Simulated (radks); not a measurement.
Results of a calculation; reference values are marked as such.
Problem. All-electron atom: O I in [He] 2s1.5 2p4.5 (fractional occupations, a model configuration). Code: a radial shooting solver on a logarithmic mesh with Libxc functionals. Model: Dirac Kohn-Sham, PBE, spin-unpolarised, spherical densities, finite nucleus; open shells fill j = l - 1/2 first; Fermi nuclear charge, rms radius 2.6991 fm. Some entries of the table are withheld. Estimate them.

orbital  occ.  eigenvalue (hartree)  r(max) (bohr)  <r^2> (bohr^2)
1s1/2       2             -18.92730         0.1291         0.05378
2s1/2     1.5              -0.88900         0.8709           1.577
2p1/2       2                   (1)            (2)           2.116
2p3/2     2.5                   (3)            (4)           2.123

Solution. 
(1) 2p1/2 eigenvalue (hartree): -0.34049
(2) 2p1/2 r(max) (bohr): 0.8181
(3) 2p3/2 eigenvalue (hartree): -0.33915
(4) 2p3/2 r(max) (bohr): 0.8193
